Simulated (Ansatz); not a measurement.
## Energy profile

The step: HfHCl₃O ([OH][Hf]([Cl])([Cl])[Cl]) + H₂ → HfHCl₃ ([Cl][HfH]([Cl])[Cl]) + H₂O (still joined by a long Hf–O bond); bonds formed: Hf1–H7, O2–H6; bonds broken: H6–H7; bonds weakened to dative contacts: Hf1–O2 (atoms numbered as in the saddle structure below).

Hf1  (-0.384, 0.173, -0.526)
O2  (0.410, -0.899, 1.138)
Cl3  (0.731, -1.251, -2.016)
Cl4  (-2.654, -0.278, -0.355)
Cl5  (-0.215, 2.203, -1.680)
H6  (0.579, 0.274, 1.317)
H7  (0.357, 1.257, 0.994)
H8  (1.176, -1.479, 1.128)
(Å)

Electronic energies by CCSD(T) at an estimated basis limit (MP2 extrapolated from triple and quadruple zeta, plus CCSD(T) − MP2 in triple zeta), on PBE0-D4/def2-TZVP structures; HfH3Cl3O, closed shell; no counterpoise correction. Program: Ansatz 0.2.0. Basis: def2-TZVPP and def2-QZVPP. Cores are frozen in the correlated methods. Core potentials replace the inner electrons of the atoms past krypton. Extrapolation: Hartree–Fock as exp(−7.88 √X), correlation as X^−2.97.

**Question.** Give the profile in eV, counted from the separated reactants. (To be estimated.)

**Answer.** Computed:
```json
{"point": "separated: HfHCl3O (linked as [OH][Hf]([Cl])([Cl])[Cl]; Hf1, O2, Cl3, Cl4, Cl5, H8; singlet) + H2 (H6, H7; singlet)", "eV": "0.000"}
{"point": "start structure", "eV": "-0.034"}
{"point": "saddle", "eV": "1.510"}
{"point": "end structure", "eV": "0.961"}
{"point": "separated: HfHCl3 (linked as [Cl][HfH]([Cl])[Cl]; Hf1, Cl3, Cl4, Cl5, H7; singlet) + H2O (O2, H6, H8; singlet)", "eV": "1.737"}
```

No T1 diagnostic of these runs exceeds 0.015.

For scale, one of the runs: CCSD(T)/def2-TZVPP, 255 basis functions, launched by `ansatz run in.yaml --threads 8 --pin off --events-out ev --progress --plain --max-ram 19148MiB`. Hardware: 8 CPU threads of an Arm Neoverse V2, shared host. Wall time 2.4 min; peak host memory 6 GiB.
